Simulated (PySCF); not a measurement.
Compound: C6H9ClF (doublet state).
Z-matrix (Å and degrees, GFN2-xTB geometry), rows numbered from 1:
```
C 
C   1  1.4659
C   2  1.5644  1  112.59
C   3  1.4955  2  111.60  1   -66.80
C   4  1.3267  3  120.87  2    96.13
F   5  1.3449  4  122.64  3  -177.98
C   4  1.4931  3  117.46  2   -82.71
Cl  7  1.7989  4  109.78  3   -66.96
H   1  1.0724  2  120.61  3    83.20
H   1  1.0724  2  120.51  3   -87.70
H   2  1.0925  1  110.64  3  -120.47
H   2  1.0918  1  110.32  3   118.95
H   3  1.0904  2  108.20  1   173.01
H   3  1.0897  2  108.47  1    54.98
H   5  1.0792  4  125.30  3     1.04
H   7  1.0886  4  111.88  3   174.58
H   7  1.0898  4  111.61  3    50.32
```

The hyperfine couplings belong to this conformer and change with its torsions.

As a line formula: `[CH2]CC/C(=C/F)CCl` [radical].

Computed, not measured: UKS B3LYP, pcH-1 on C Cl F H, non-relativistic, mean-field spin-orbit, GIAO in PySCF. The structure is a single GFN2-xTB conformer in the gas phase; no vibrational or solvent corrections. Couplings are sensitive to structure, and on GFN2-xTB geometries they can be far from those on DFT ones. Stability of the SCF solution: not tested.

The isotropic 13C couplings are +93.7, +87.3, -32.1, +6.0, -2.2 MHz. Assign them to C1; C2; C3; C4; C5.

```
site  a_iso (MHz)  ρ(0) (bohr⁻³)                 position  distance from C1 (Å)  spin population  largest |T| (MHz)
  C1        +93.7        +0.0834  largest spin population                  0.00            +1.08              160.7
  C2        -32.1        -0.0285           1 bond from C1                  1.47            -0.09                2.4
  C3        +87.3        +0.0776          2 bonds from C1                  2.52            +0.06               13.6
  C4         -2.2        -0.0020          3 bonds from C1                  3.07             0.00                1.6
  C5         +6.0        +0.0053          4 bonds from C1                  3.37             0.00                0.9
```

ρ(0) is the spin density at the nucleus and T the dipolar tensor; a_iso includes a spin–orbit part; entries for several nuclei are means. The Mulliken spin populations are largest on C1 (+1.08) and C2 (-0.09). C1 is the only atom above +0.15. The angles at C1 add up to 359.4°, so it is planar; its axial dipolar tensor and the negative couplings of its protons fit spin in a p orbital normal to that plane.

The spin density at the nucleus, in bohr⁻³, is negative for C2 (-0.0285), H9/H10 (-0.0141) and C4 (-0.0020), for instance. A restricted open-shell determinant has no negative spin density anywhere; here it arises because α and β orbitals differ (spin polarisation).

Means are taken over nuclei equivalent by connectivity, which assumes that they swap fast. The 1H value of +2.7 MHz is a mean of couplings from -3.9 to 9.3 MHz in this one geometry, not an average over conformers. The 1H value of +35.9 MHz is a mean of couplings from 30.3 to 41.5 MHz in this one geometry, not an average over conformers.

Hardware: an Arm Neoverse V2 with one thread, no GPU, shared host. Cost: 87 s (with the writing of density and orbital grids), 0.96 GiB resident at most.
